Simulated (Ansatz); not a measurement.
A CCSD(T) single point on C₂H₅BFN (`C=NB(C)F`).

```yaml
crystal:
  periodic: [false, false, false]
  atoms:
    - {symbol: C, position_ang: [0.509458, 1.557594, 1.289921]}
    - {symbol: N, position_ang: [-0.161222, 0.721689, 0.666161]}
    - {symbol: B, position_ang: [-0.637830, -0.034239, -0.392355]}
    - {symbol: C, position_ang: [0.011471, -1.390116, -0.831934]}
    - {symbol: F, position_ang: [-1.749972, 0.395012, -1.014944]}
    - {symbol: H, position_ang: [1.218470, 2.234127, 0.795467]}
    - {symbol: H, position_ang: [0.420915, 1.661069, 2.377380]}
    - {symbol: H, position_ang: [-0.718151, -2.201661, -0.749911]}
    - {symbol: H, position_ang: [0.297050, -1.336117, -1.887400]}
    - {symbol: H, position_ang: [0.893013, -1.658558, -0.249487]}
basis:
  gaussian: {orbitals: def2-TZVPP}
correlation: {method: ccsd_t}
output: {orbitals: {seedname: orbitals}}
```

```sh
$ ansatz run in.yaml --threads 2 --pin off --events-out ev --progress --plain --max-ram 4352MiB
```

Output of Ansatz, abridged:

```
Functional definition: HF
1358 factors; integrals over basis functions are off by at most 9.7e-4 eV
mean field evaluation 1: about -7000.2753 eV, gradient 4.2e1 eV
mean field evaluation 2: about -7000.4463 eV, gradient 4.2e1 eV
mean field evaluation 4: about -7004.2503 eV, gradient 4.3e0 eV
mean field evaluation 8: about -7004.3159 eV, gradient 3.7e-1 eV
mean field evaluation 16: about -7004.3169 eV, gradient 1.7e-6 eV
mean field -7004.31686656 eV, -257.4038971495 hartree, gradient 1.7e-6 eV, S^2 0.000000; 0 other end points of the search recorded, 0 dependent functions left out
5 core orbitals not correlated: weight in the atoms' cores, before any rotation towards them, 1.000 or more for the frozen orbitals, at most 0.000 for the correlated occupied ones
reference -7004.31686656 eV, -257.4038971495 hartree; 14, 14 occupied and 206, 206 virtual orbitals, 1358 factors
second order -23.83581490 eV of doubles, -0.00000000 eV of singles
cycle   1  -23.99819103 eV  change   -1.6e-1 eV  update   1.0e-1
cycle   2  -24.55208188 eV  change   -5.5e-1 eV  update   3.1e-2
cycle   3  -24.68579327 eV  change   -1.3e-1 eV  update   1.7e-2
cycle   4  -24.67522341 eV  change    1.1e-2 eV  update   4.8e-3
cycle   5  -24.67284806 eV  change    2.4e-3 eV  update   2.2e-3
cycle   6  -24.67423610 eV  change   -1.4e-3 eV  update   7.6e-4
cycle   7  -24.67404179 eV  change    1.9e-4 eV  update   2.9e-4
cycle   8  -24.67386887 eV  change    1.7e-4 eV  update   1.1e-4
cycle   9  -24.67389974 eV  change   -3.1e-5 eV  update   4.6e-5
cycle  10  -24.67390907 eV  change   -9.3e-6 eV  update   1.4e-5
perturbative correction -0.96264829 eV, -0.0353766723 hartree
Total energy: -7029.95342392 eV, -258.3460232557 hartree
```

Hardware: 2 threads of an AMD EPYC 7B13 on a shared host. Wall time 2 min, peak host memory 3.8 GiB.

The correlation energy is -25.637 eV, 3.8 % of it from (T); the T1 diagnostic reads 0.0130.
